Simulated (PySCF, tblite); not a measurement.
Isomers of C6H4NP, one GFN2-xTB conformer each. Single-point energies are computed at PBE0/pcSseg-1 (PySCF, gas phase, no added dispersion term), electronic only.

Question: Rank them by PBE0/pcSseg-1 energy, lowest first (kcal/mol).
A. `c1cc(ncc1)C#P`
B. `P#CC1=CC=NC=C1`
C. `C#Cc1ccncp1`
D. `P#Cc1cccnc1`

Answer: D (0.0), B (0.8), A (2.0), C (27.5).

As drawn, the highest has a C≡C bond, which the lowest lacks. Neighbours under 2.5 kcal/mol apart (P#Cc1cccnc1 and P#Cc1ccncc1; P#Cc1ccncc1 and P#Cc1ccccn1) can change places with a better method, another conformer or zero-point energy. GFN2-xTB itself gives, in the same order: 0.0, 0.4, 1.0, 21.7. Both levels put the same isomer lowest; measured from each level's own lowest isomer, the values differ by up to 5.8 kcal/mol (C#Cc1ccncp1: 21.7 against 27.5).

Which frontier levels, dipoles and rotational constants go with these structures?

```json
{"SMILES": "P#Cc1cccnc1", "HOMO (eV, PBE0/pcSseg-1)": "-7.09", "LUMO (eV)": "-2.28", "dipole (D)": "2.00", "A, B, C (MHz)": "5925, 954.5, 822.1"}
{"SMILES": "P#Cc1ccncc1", "HOMO (eV, PBE0/pcSseg-1)": "-7.42", "LUMO (eV)": "-2.49", "dipole (D)": "1.03", "A, B, C (MHz)": "6085, 940.9, 814.9"}
{"SMILES": "P#Cc1ccccn1", "HOMO (eV, PBE0/pcSseg-1)": "-7.08", "LUMO (eV)": "-2.27", "dipole (D)": "3.05", "A, B, C (MHz)": "5929, 971.8, 835.0"}
{"SMILES": "C#Cc1ccncp1", "HOMO (eV, PBE0/pcSseg-1)": "-7.29", "LUMO (eV)": "-2.37", "dipole (D)": "1.74", "A, B, C (MHz)": "3785, 1454, 1050"}
```

What happens when harmonic zero-point energies from GFN2-xTB frequencies are added?

```
     SMILES  ZPE (kcal/mol)  electronic (kcal/mol)  with ZPE (kcal/mol)
P#Cc1cccnc1            51.0                    0.0                  0.0
P#Cc1ccncc1            51.0                    0.8                  0.9
P#Cc1ccccn1            51.0                    2.0                  2.0
C#Cc1ccncp1            49.1                   27.5                 25.6
```

The zero-point energies span 1.9 kcal/mol. The order is unchanged.

As an exercise, what shares would exp(−E/RT) give at 1000 K from these electronic energies alone (no entropy, no degeneracies)?

RT = 1.987 kcal/mol: P#Cc1cccnc1 49.3 %, P#Cc1ccncc1 32.3 %, P#Cc1ccccn1 18.4 %, C#Cc1ccncp1 under 0.1 %.
